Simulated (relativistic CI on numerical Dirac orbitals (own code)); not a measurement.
**In³³⁺: q coefficients and field-shift factors**

Calculated at this level of theory: Dirac-Coulomb-Breit CI, orbitals from a KLI potential per configuration, derivatives by finite differences, unscaled Slater integrals, QED left out (own radial code, finite nucleus).

Configurations in the expansion (outside the closed core [Ne]): 3s²3p⁴, 3s3p⁵, 3s²3p³3d, 3p⁶, 3s3p⁴3d, 3p⁵3d, 3p⁴3d², 3p³3d³. Double excitations out of closed p, d and f shells are left out; levels of such configurations are missing from the list, as are those of other unlisted configurations, and high levels can miss mixing partners.

With x = (α/α₀)² − 1 an excitation energy changes as ω = ω₀ + qx; K = 2q/ω₀ is the relative enhancement. Terms are leading LS components, so labels can repeat. The field-shift factor is F = δν/δ⟨r²⟩ for the transition from the lowest level.

Lowest level 3s²3p⁴ ³P2.

| Level | ω₀ (cm⁻¹) | q (cm⁻¹) | K | F (GHz/fm²) |
| --- | --- | --- | --- | --- |
| 3s²3p⁴ ¹S0 | 99977 | 13190 | 0.264 | -1.59 |
| 3s²3p⁴ ³P1 | 378958 | 431500 | 2.28 | -11.1 |
| 3s²3p⁴ ¹D2 | 432399 | 427700 | 1.98 | -11 |
| 3s²3p⁴ ³P0 | 856411 | 853100 | 1.99 | -26.7 |
| 3s3p⁵ ³P°2 | 1090339 | 179800 | 0.33 | -139 |
| 3s²3p³3d ⁵D°1 | 1109479 | 124800 | 0.225 | -77.3 |
| 3s3p⁵ ³P°2 | 1132434 | 222400 | 0.393 | -158 |
| 3s²3p³3d ⁵D°3 | 1135766 | 53620 | 0.0944 | 4.4 |
| 3s²3p³3d ⁵D°0 | 1138018 | 58130 | 0.102 | 2.48 |
| 3s²3p³3d ⁵D°4 | 1210721 | 132700 | 0.219 | 4.81 |
| 3s3p⁵ ³P°1 | 1285063 | 399000 | 0.621 | -239 |
| 3s²3p³3d ⁵D°2 | 1299354 | 290700 | 0.448 | -109 |
| 3s²3p³3d ³G°3 | 1330618 | 158500 | 0.238 | 3.65 |

At this charge energies of transitions that change n are usually good to better than 1 %, and those within a shell (Δn = 0) to a few per cent.
